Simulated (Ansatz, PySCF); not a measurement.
Reaction (SMILES): N[Si](N)(N)[O] -> [NH][Si](N)(N)O
Structures are relaxed separately at B3LYP-D3(BJ)/def2-TZVP in Ansatz (a first-principles code), one conformer each, not searched for the lowest. Frequencies are from Ansatz or PySCF.

Wanted: isomerisation energy (enthalpy at 298 K, with B3LYP-D3(BJ) rigid-rotor harmonic-oscillator terms), in kcal/mol. Cores are frozen in the correlated levels unless marked. Open shells are spin-unrestricted. No spin-orbit coupling. Non-relativistic. CBS(X,Y): correlation extrapolated as X^-3; Hartree-Fock from the larger set.

| level | program | isomerisation energy (kcal/mol) |
|---|---|---|
| HF/STO-3G | Ansatz | 5.4 |
| HF/cc-pV(D+d)Z | Ansatz | -6.4 |
| HF/cc-pVTZ | Ansatz | -6.7 |
| HF/cc-pwCVTZ | Ansatz | -6.5 |
| PBE/def2-TZVPD | Ansatz | -0.5 |
| PBE-D3(BJ)/def2-TZVPD | Ansatz + dftd3 | -0.5 |
| LC-wPBE/def2-TZVPD | Ansatz | -7.4 |
| wB97X-V/def2-TZVPD | Ansatz | -5.9 |
| MP2/6-31G* | Ansatz | -8.8 |
| SCS-MP2/STO-3G | Ansatz | 2.2 |
| CCSD/6-31G | Ansatz | -1.0 |
| CCSD/cc-pV(Q+d)Z | Ansatz | -8.6 |
| CCSD(T)/cc-pV(T+d)Z | Ansatz | -7.6 |
| CCSD(T) with core electrons (1s frozen past Ne)/cc-pwCVTZ | Ansatz | -7.4 |
| CCSD(T)/CBS(cc-pV(T+d)Z,cc-pV(Q+d)Z) | Ansatz | -8.1 |
